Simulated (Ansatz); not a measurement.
Steps of a relaxation of ClGeH$_{7}$N$_{2}$OSi, SMILES `[NH2][GeH2][O][SiH](N)Cl` with RKS PBE0-D4/def2-TZVP.

```sh
$ ansatz run in.yaml --threads 2 --pin off --events-out ev --progress --plain --max-ram 32768MiB --backend cuda --devices 0, --max-vram 18GiB
```

```yaml
crystal:
  periodic: [false, false, false]
  atoms:
    - {symbol: N, position_ang: [-1.316910, -0.570800, 1.870180]}
    - {symbol: Ge, position_ang: [-0.502660, 0.973530, 1.453920]}
    - {symbol: O, position_ang: [0.012730, 1.061040, -0.230410]}
    - {symbol: Si, position_ang: [0.331310, 0.229470, -1.567780]}
    - {symbol: N, position_ang: [1.570630, -0.916160, -1.234510]}
    - {symbol: Cl, position_ang: [-1.249980, -0.882410, -2.120060]}
    - {symbol: H, position_ang: [-0.742840, -1.402930, 1.880370]}
    - {symbol: H, position_ang: [-2.169420, -0.784170, 1.368110]}
    - {symbol: H, position_ang: [0.756280, 1.105000, 2.254250]}
    - {symbol: H, position_ang: [-1.464840, 2.110720, 1.569970]}
    - {symbol: H, position_ang: [0.565310, 1.269790, -2.557700]}
    - {symbol: H, position_ang: [2.393550, -0.600950, -0.747650]}
    - {symbol: H, position_ang: [1.816830, -1.592130, -1.938700]}
basis:
  gaussian: {orbitals: def2-TZVP}
hamiltonian: {xc: pbe0, dispersion: d4}
relax: {f_tol: 0.005, max_steps: 150}
```

Positions (Å) and forces (eV/Å) along the path, 11 of 14 steps:

```xyz
13
step=1 energy=-82047.3151 eV
N    -1.317   -0.571    1.870   -0.381   -0.684    0.118
Ge   -0.503    0.974    1.454    0.002   -0.171   -0.167
O     0.013    1.061   -0.230    0.258    0.168   -0.485
Si    0.331    0.229   -1.568    0.710    0.089    1.072
N     1.571   -0.916   -1.235   -0.155    0.265   -0.186
Cl   -1.250   -0.882   -2.120   -0.784   -0.502   -0.474
H    -0.743   -1.403    1.880    0.053    0.109    0.010
H    -2.169   -0.784    1.368    0.062    0.115    0.054
H     0.756    1.105    2.254    0.531    0.041    0.439
H    -1.465    2.111    1.570   -0.485    0.508    0.166
H     0.565    1.270   -2.558    0.122    0.093   -0.549
H     2.394   -0.601   -0.748    0.084    0.078    0.025
H     1.817   -1.592   -1.939   -0.016   -0.108   -0.023
13
step=2 energy=-82047.4181 eV
N    -1.336   -0.572    1.881   -0.161   -0.310    0.047
Ge   -0.500    0.977    1.471   -0.032    0.000    0.110
O     0.029    1.070   -0.223    0.093    0.066   -0.314
Si    0.336    0.217   -1.551    0.192   -0.001    0.223
N     1.604   -0.897   -1.238   -0.109    0.093   -0.115
Cl   -1.277   -0.899   -2.190    0.027   -0.049    0.047
H    -0.767   -1.407    1.867    0.047    0.052   -0.001
H    -2.197   -0.761    1.386    0.022    0.069    0.010
H     0.766    1.094    2.317    0.086    0.000    0.052
H    -1.485    2.130    1.629   -0.066    0.082    0.017
H     0.563    1.209   -2.619    0.042   -0.012   -0.107
H     2.451   -0.549   -0.810   -0.100   -0.015   -0.043
H     1.814   -1.612   -1.920   -0.040    0.025    0.074
13
step=3 energy=-82047.4311 eV
N    -1.322   -0.590    1.871   -0.055   -0.077    0.018
Ge   -0.509    0.983    1.471    0.016   -0.040    0.106
O     0.035    1.100   -0.225    0.041    0.122   -0.203
Si    0.345    0.243   -1.549    0.020   -0.131    0.093
N     1.582   -0.895   -1.226    0.034    0.074   -0.061
Cl   -1.265   -0.895   -2.173    0.013    0.038    0.032
H    -0.734   -1.411    1.839    0.027    0.045   -0.018
H    -2.180   -0.782    1.376    0.000    0.029   -0.013
H     0.762    1.103    2.324   -0.032    0.003   -0.026
H    -1.507    2.135    1.641    0.022   -0.054   -0.011
H     0.589    1.206   -2.647    0.005   -0.027    0.037
H     2.441   -0.560   -0.814   -0.050   -0.036   -0.034
H     1.764   -1.636   -1.888   -0.041    0.055    0.080
13
step=4 energy=-82047.4410 eV
N    -1.307   -0.602    1.850    0.027   -0.021    0.010
Ge   -0.504    0.981    1.468   -0.012    0.009    0.085
O     0.034    1.133   -0.231    0.009    0.112   -0.100
Si    0.339    0.250   -1.537    0.053   -0.059   -0.060
N     1.572   -0.887   -1.201    0.000    0.012   -0.034
Cl   -1.274   -0.887   -2.148   -0.007    0.012    0.041
H    -0.708   -1.413    1.778   -0.008    0.005   -0.013
H    -2.168   -0.782    1.355   -0.016   -0.004   -0.027
H     0.768    1.104    2.319   -0.034   -0.003   -0.027
H    -1.514    2.121    1.647    0.025   -0.044    0.011
H     0.593    1.192   -2.652   -0.007   -0.038    0.068
H     2.442   -0.552   -0.815   -0.002   -0.017   -0.008
H     1.727   -1.657   -1.833   -0.028    0.037    0.055
13
step=5 energy=-82047.4564 eV
N    -1.253   -0.637    1.776    0.225   -0.034   -0.056
Ge   -0.497    0.989    1.450    0.001   -0.028   -0.016
O     0.027    1.229   -0.255   -0.068    0.050    0.125
Si    0.328    0.273   -1.511    0.031    0.049   -0.181
N     1.533   -0.871   -1.126    0.080   -0.310   -0.130
Cl   -1.304   -0.865   -2.069   -0.022   -0.003    0.013
H    -0.624   -1.420    1.620   -0.175    0.149    0.017
H    -2.116   -0.801    1.280   -0.013   -0.052   -0.030
H     0.778    1.111    2.293    0.001    0.004   -0.006
H    -1.533    2.092    1.688    0.017   -0.040    0.000
H     0.609    1.164   -2.663   -0.022   -0.063    0.074
H     2.432   -0.545   -0.802   -0.031   -0.048   -0.030
H     1.621   -1.718   -1.681   -0.024    0.327    0.221
13
step=6 energy=-82047.4627 eV
N    -1.216   -0.653    1.726    0.242   -0.049   -0.047
Ge   -0.484    0.994    1.447   -0.065   -0.061   -0.079
O     0.018    1.275   -0.262   -0.026    0.011    0.070
Si    0.317    0.287   -1.498   -0.014    0.054   -0.126
N     1.503   -0.866   -1.077    0.105   -0.296   -0.101
Cl   -1.324   -0.849   -2.033   -0.028   -0.002   -0.001
H    -0.576   -1.419    1.532   -0.163    0.154    0.038
H    -2.076   -0.814    1.221   -0.002   -0.018   -0.016
H     0.795    1.122    2.282   -0.014   -0.001   -0.005
H    -1.544    2.069    1.707    0.038   -0.025    0.019
H     0.611    1.142   -2.673   -0.010   -0.044    0.087
H     2.414   -0.548   -0.779   -0.053   -0.057   -0.032
H     1.562   -1.739   -1.593   -0.010    0.332    0.192
13
step=8 energy=-82047.4683 eV
N    -1.163   -0.674    1.684    0.123    0.065    0.024
Ge   -0.476    0.993    1.423   -0.008   -0.062   -0.001
O    -0.048    1.316   -0.298    0.058    0.015    0.069
Si    0.304    0.298   -1.496   -0.071   -0.007   -0.038
N     1.461   -0.861   -1.005    0.053   -0.047   -0.002
Cl   -1.339   -0.832   -2.037   -0.007   -0.014   -0.063
H    -0.537   -1.422    1.414    0.036    0.032    0.024
H    -2.048   -0.827    1.226   -0.148   -0.015   -0.054
H     0.825    1.126    2.222    0.018   -0.003   -0.024
H    -1.533    2.048    1.764   -0.005   -0.023   -0.011
H     0.662    1.120   -2.671   -0.024   -0.012    0.011
H     2.379   -0.539   -0.734   -0.021   -0.054   -0.009
H     1.513   -1.745   -1.492   -0.006    0.125    0.074
13
step=9 energy=-82047.4710 eV
N    -1.130   -0.682    1.661    0.026    0.009   -0.015
Ge   -0.463    0.995    1.417   -0.056   -0.036   -0.024
O    -0.058    1.343   -0.304    0.027   -0.068   -0.047
Si    0.288    0.305   -1.491   -0.004    0.027    0.008
N     1.428   -0.859   -0.959   -0.058    0.126    0.024
Cl   -1.356   -0.805   -2.077    0.034   -0.008    0.022
H    -0.491   -1.414    1.383    0.030    0.004    0.015
H    -2.014   -0.844    1.198   -0.029    0.011    0.012
H     0.856    1.129    2.187   -0.029    0.016    0.015
H    -1.546    2.019    1.770    0.055   -0.003    0.022
H     0.665    1.110   -2.671    0.022    0.005    0.001
H     2.349   -0.549   -0.688   -0.010   -0.002    0.009
H     1.473   -1.749   -1.427   -0.005   -0.080   -0.043
13
step=10 energy=-82047.4727 eV
N    -1.123   -0.686    1.667    0.000    0.013   -0.028
Ge   -0.465    0.991    1.411   -0.031    0.021    0.021
O    -0.062    1.342   -0.311   -0.004   -0.038   -0.030
Si    0.288    0.313   -1.503    0.009   -0.040    0.046
N     1.413   -0.860   -0.961   -0.004    0.096    0.018
Cl   -1.346   -0.805   -2.097    0.008    0.026   -0.003
H    -0.477   -1.416    1.394   -0.003   -0.002   -0.001
H    -2.012   -0.859    1.214    0.033    0.009    0.021
H     0.848    1.144    2.188   -0.002   -0.019   -0.010
H    -1.538    2.020    1.773    0.003   -0.005   -0.003
H     0.683    1.122   -2.673   -0.002    0.002   -0.003
H     2.332   -0.558   -0.672   -0.003   -0.004    0.004
H     1.458   -1.749   -1.430   -0.003   -0.058   -0.032
13
step=12 energy=-82047.4735 eV
N    -1.114   -0.688    1.670   -0.014    0.004   -0.005
Ge   -0.466    0.992    1.408    0.008   -0.005   -0.004
O    -0.083    1.339   -0.319   -0.002    0.003    0.008
Si    0.286    0.312   -1.506    0.003   -0.012    0.005
N     1.408   -0.858   -0.952   -0.008    0.017   -0.006
Cl   -1.341   -0.800   -2.125    0.004    0.001   -0.002
H    -0.475   -1.414    1.377   -0.002    0.000   -0.001
H    -2.016   -0.859    1.246    0.013   -0.002    0.006
H     0.858    1.139    2.166   -0.003    0.002   -0.003
H    -1.536    2.019    1.783   -0.001    0.001    0.002
H     0.698    1.123   -2.669   -0.001    0.000   -0.003
H     2.324   -0.555   -0.657    0.001   -0.007    0.003
H     1.456   -1.749   -1.422    0.001   -0.002    0.001
13
step=14 energy=-82047.4735 eV
N    -1.112   -0.688    1.670    0.001   -0.003    0.001
Ge   -0.465    0.991    1.406    0.000    0.002   -0.002
O    -0.090    1.339   -0.322   -0.001    0.002    0.002
Si    0.285    0.313   -1.508    0.001    0.003   -0.003
N     1.405   -0.855   -0.950    0.003   -0.003    0.000
Cl   -1.336   -0.802   -2.134   -0.001   -0.001   -0.001
H    -0.474   -1.415    1.372   -0.001    0.000    0.000
H    -2.016   -0.861    1.253    0.000    0.001   -0.001
H     0.863    1.138    2.157    0.000    0.000    0.000
H    -1.533    2.018    1.788    0.001    0.000    0.000
H     0.700    1.125   -2.670   -0.001   -0.002    0.001
H     2.320   -0.556   -0.648   -0.001    0.001    0.000
H     1.453   -1.748   -1.414   -0.001    0.000    0.000
```

Hardware: 2 threads of an AMD EPYC 7R13 on a shared host and a share of an NVIDIA H100 80 GB. Wall time 47 s, peak host memory 0.95 GiB.
